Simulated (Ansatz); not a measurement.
`C[CH](C)[SbH2]` + H₂Te → `[SbH2][TeH]` + propane at 298.15 K and 1 bar (ligand exchange at the Sb–C bond).

Calculated with Ansatz (gas phase, PBE0-D4/def2-TZVP geometries, no zero-point term in ΔE). CBS: MP2 limit from def2 TZ/QZ plus the TZ coupled-cluster correction, frozen cores. def2 core potentials past Kr. For Sb, Te outer-core shells are correlated without core-valence functions, which leaves a few kJ/mol of doubt a bond.

```json
{"species": "`C[CH](C)[SbH2]`", "CCSD(T)/CBS energy (Eh)": "-359.57575", "H − E (kJ/mol)": "300.7", "S (J/(mol·K))": "344.2"}
{"species": "H₂Te", "CCSD(T)/CBS energy (Eh)": "-268.91024", "H − E (kJ/mol)": "41.3", "S (J/(mol·K))": "228.4"}
{"species": "`[SbH2][TeH]`", "CCSD(T)/CBS energy (Eh)": "-509.54647", "H − E (kJ/mol)": "68.1", "S (J/(mol·K))": "313.3"}
{"species": "`CCC`", "CCSD(T)/CBS energy (Eh)": "-118.98051", "H − E (kJ/mol)": "285.9", "S (J/(mol·K))": "268.4"}
```

H − E and S are ideal-gas, rigid-rotor, harmonic terms from PBE0-D4/def2-TZVP, for one conformer and one mirror image of each species. 1 Eh = 2625.50 kJ/mol, R = 8.31446 J/(mol·K).

By hand: ΔE, ΔH, ΔS and ΔG.

ΔE = (-509.54647) + (-118.98051) − (-359.57575) − (-268.91024) = -0.04099 Eh = -107.6 kJ/mol. Δ(H − E) = 68.1 + 285.9 − 300.7 − 41.3 = 12.0, so ΔH = -95.6 kJ/mol. ΔS = 313.3 + 268.4 − 344.2 − 228.4 = 9.1 J/(mol·K). ΔG = -95.6 − 298.15 × (9.1)/1000 = -98.3 kJ/mol.

By hand: the equilibrium constant, and the temperature at which ΔG would vanish if ΔH and ΔS stayed fixed.

log₁₀ K = −ΔG/(RT ln 10) = 17.2. ΔH and −TΔS have one sign here, so there is no such temperature.

The number of gas molecules stays the same, so ΔS is small and ΔH decides. A doubt of 5 kJ/mol in ΔE shifts log₁₀ K by 0.9 here. Other conformers and mirror images would add mixing entropy, several J/(mol·K) or more a flexible species. These are equilibria of isolated gas molecules and say nothing of rates. Largest T1 diagnostic: 0.012 (customary marks: 0.02 for closed shells, 0.045 for open ones).

ΔS is within the doubt of such terms, so its sign, and with it that verdict, could turn.
